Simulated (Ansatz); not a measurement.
C7H8S, SMILES `SCc1ccccc1` at its PBE0-D4/def2-TZVP geometry, where that method's forces vanish. Total charge 0; spin multiplicity 1.

```json
{"atom": "S1", "x (Å)": "1.983", "y (Å)": "1.593", "z (Å)": "-1.862"}
{"atom": "C2", "x (Å)": "0.788", "y (Å)": "0.220", "z (Å)": "-1.884"}
{"atom": "C3", "x (Å)": "0.182", "y (Å)": "-0.072", "z (Å)": "-0.549"}
{"atom": "C4", "x (Å)": "-1.155", "y (Å)": "0.224", "z (Å)": "-0.308"}
{"atom": "C5", "x (Å)": "-1.726", "y (Å)": "-0.032", "z (Å)": "0.931"}
{"atom": "C6", "x (Å)": "-0.963", "y (Å)": "-0.590", "z (Å)": "1.943"}
{"atom": "C7", "x (Å)": "0.373", "y (Å)": "-0.891", "z (Å)": "1.711"}
{"atom": "C8", "x (Å)": "0.940", "y (Å)": "-0.630", "z (Å)": "0.476"}
{"atom": "H9", "x (Å)": "1.160", "y (Å)": "2.495", "z (Å)": "-1.302"}
{"atom": "H10", "x (Å)": "1.372", "y (Å)": "-0.631", "z (Å)": "-2.244"}
{"atom": "H11", "x (Å)": "0.015", "y (Å)": "0.424", "z (Å)": "-2.625"}
{"atom": "H12", "x (Å)": "-1.756", "y (Å)": "0.657", "z (Å)": "-1.101"}
{"atom": "H13", "x (Å)": "-2.770", "y (Å)": "0.205", "z (Å)": "1.102"}
{"atom": "H14", "x (Å)": "-1.407", "y (Å)": "-0.793", "z (Å)": "2.911"}
{"atom": "H15", "x (Å)": "0.975", "y (Å)": "-1.330", "z (Å)": "2.499"}
{"atom": "H16", "x (Å)": "1.989", "y (Å)": "-0.850", "z (Å)": "0.303"}
```

Problem. For each bond, give half the difference of the two atoms' forces along it (eV/Å; positive pushes the atoms apart) under PBE-D4, r2SCAN-D4, B3LYP-D4, ωB97M-V in def2-TZVPP. (Estimate.)

Solution. Ansatz gave: 
```
  bond  length (Å)  PBE-D4  r2SCAN-D4  B3LYP-D4  ωB97M-V
 S1–C2       1.820    0.21       0.20      0.29     0.04
 S1–H9       1.342    0.26       0.01     -0.03    -0.10
 C2–C3       1.496   -0.16      -0.03      0.04     0.22
C2–H10       1.092    0.12      -0.05     -0.12    -0.11
C2–H11       1.090    0.10      -0.06     -0.12    -0.11
 C3–C4       1.390    0.15       0.09      0.05    -0.05
 C3–C8       1.392    0.12       0.07      0.06    -0.02
 C4–C5       1.388    0.09       0.08      0.10     0.08
C4–H12       1.085    0.01      -0.09     -0.14    -0.08
C5–H13       1.084    0.00      -0.09     -0.14    -0.09
 C6–C7       1.389    0.11       0.09      0.11     0.06
C6–H14       1.084    0.00      -0.09     -0.14    -0.09
C7–H15       1.084    0.00      -0.09     -0.14    -0.10
C8–H16       1.085    0.01      -0.09     -0.14    -0.08
```

B3LYP here is the variant with VWN-RPA as its local correlation; programs differ in this.
